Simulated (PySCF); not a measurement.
C7H5FO2.
Numbering: `[O:1]=[C:2]([OH:3])[c:4]1[cH:5][cH:6][cH:7][cH:8][c:9]1[F:10]`

Structure used (PBE0-D3(BJ)/def2-TZVP), in Å, numbered top down from 1:
```xyz
15
C7H5FO2 angstrom
O      2.5563   -1.3140   -0.5936
C      2.0603   -0.2746   -0.2408
O      2.7952    0.8069    0.0424
C      0.5983   -0.0848   -0.0763
C     -0.1998   -1.2192   -0.2348
C     -1.5720   -1.1599   -0.1014
C     -2.1797    0.0543    0.1922
C     -1.4154    1.1968    0.3493
C     -0.0409    1.1185    0.2155
F      0.6496    2.2444    0.3686
H      3.7153    0.5456   -0.1035
H      0.3043   -2.1491   -0.4672
H     -2.1687   -2.0547   -0.2258
H     -3.2565    0.1147    0.2985
H     -1.8621    2.1571    0.5740
```

NICS = −σ at a ghost point: NICS(0) at the centroid of the ring atoms, NICS(1) 1 Å to either side along the normal of their mean plane, zz for the tensor component along that normal. Level: GIAO B97-2/pcSseg-2 (PySCF, non-relativistic, gas phase) on the PBE0-D3(BJ)/def2-TZVP geometry, one conformer.

Ring bond lengths (Å): C4–C5 1.396, C5–C6 1.380, C6–C7 1.389, C7–C8 1.383, C8–C9 1.383, C9–C4 1.393.

Q: Give the NICS values of each ring in ppm.

A: 
```json
{"ring": "C4–C5–C6–C7–C8–C9", "type": "6-membered carbocycle; formal bonds all aromatic", "NICS(0)": "-9.7", "NICS(1), two faces": "-9.8 / -9.8", "NICS(1)zz, two faces": "-26.6 / -26.5", "rms pucker (Å)": "0.00", "centre to ring atoms, mean (Å)": "1.39"}
```

Q: What can be read from them?

A: 
- C4–C5–C6–C7–C8–C9: mean NICS(1)zz -26.6 ppm, shielded. For a flat ring without four-coordinate atoms the NICS criterion counts such a value as aromatic.

Q: How equal are the bonds by HOMA? HOMA = 1 − mean of α(R − Ropt)² over the ring bonds, with Krygowski's 1993 parameters (CC: Ropt 1.388 Å, α 257.7 Å⁻²).

A: 
- C4–C5–C6–C7–C8–C9: HOMA 0.99 = 1 − EN − GEO, with mean bond length 1.388 Å, EN = α(Ropt − mean)² = 0.000 and GEO = α × variance = 0.009. The geometric and the magnetic index point the same way.

Q: What are the shieldings of the ring atoms and their hydrogens in the same run (means over atoms taken as equivalent)?

A: 
```json
{"atoms": "C4", "environment": "substituted aromatic carbon", "σ isotropic (ppm)": "62.9", "principal values of the symmetric part, first atom (ppm)": "-6.9, 39.3, 156.3"}
{"atoms": "C5", "environment": "aromatic CH carbon", "σ isotropic (ppm)": "41.8", "principal values of the symmetric part, first atom (ppm)": "-66.1, 19.4, 172.2"}
{"atoms": "C6", "environment": "aromatic CH carbon", "σ isotropic (ppm)": "56.3", "principal values of the symmetric part, first atom (ppm)": "-51.0, 43.5, 176.4"}
{"atoms": "C7", "environment": "aromatic CH carbon", "σ isotropic (ppm)": "42.7", "principal values of the symmetric part, first atom (ppm)": "-68.1, 25.3, 170.9"}
{"atoms": "C8", "environment": "aromatic CH carbon", "σ isotropic (ppm)": "62.5", "principal values of the symmetric part, first atom (ppm)": "-25.4, 48.9, 164.0"}
{"atoms": "C9", "environment": "aromatic C–F carbon", "σ isotropic (ppm)": "11.6", "principal values of the symmetric part, first atom (ppm)": "-66.5, 17.4, 84.0"}
{"atoms": "H12", "environment": "aromatic hydrogen", "σ isotropic (ppm)": "22.92", "principal values of the symmetric part, first atom (ppm)": "19.0, 21.9, 27.9"}
{"atoms": "H13", "environment": "aromatic hydrogen", "σ isotropic (ppm)": "24.20", "principal values of the symmetric part, first atom (ppm)": "20.9, 24.4, 27.3"}
{"atoms": "H14", "environment": "aromatic hydrogen", "σ isotropic (ppm)": "23.84", "principal values of the symmetric part, first atom (ppm)": "20.8, 23.6, 27.1"}
{"atoms": "H15", "environment": "aromatic hydrogen", "σ isotropic (ppm)": "24.32", "principal values of the symmetric part, first atom (ppm)": "21.1, 24.0, 27.8"}
```

Q: How do the values depend on the level or the medium?

A: 
| level | NICS(0), C4–C5–C6–C7–C8–C9 | mean NICS(1)zz, C4–C5–C6–C7–C8–C9 |
| --- | --- | --- |
| B97-2/pcSseg-2, gas | -9.7 | -26.6 |
| KT3/pcSseg-2, gas | -9.5 | -25.5 |
| PBE0/pcSseg-2, gas | -9.6 | -26.8 |
| wB97X-D/pcSseg-2, gas | -9.6 | -27.0 |
| WP04/pcSseg-2, IEF-PCM chloroform | -10.1 | -25.9 |
| wB97X-D/pcSseg-2, IEF-PCM chloroform | -9.5 | -27.0 |

The geometry is the same throughout; the continuum's cavity takes Bondi-type radii × 1.2.

The run took 71 s wall, 2.7 min CPU on Intel Xeon Platinum 8488C, 2 threads, no GPU, shared host with 96 logical CPUs at a one-minute load of 52, and the process peaked at 3.0 GiB of memory. This is the whole shielding run at B97-2/pcSseg-2, SCF included.
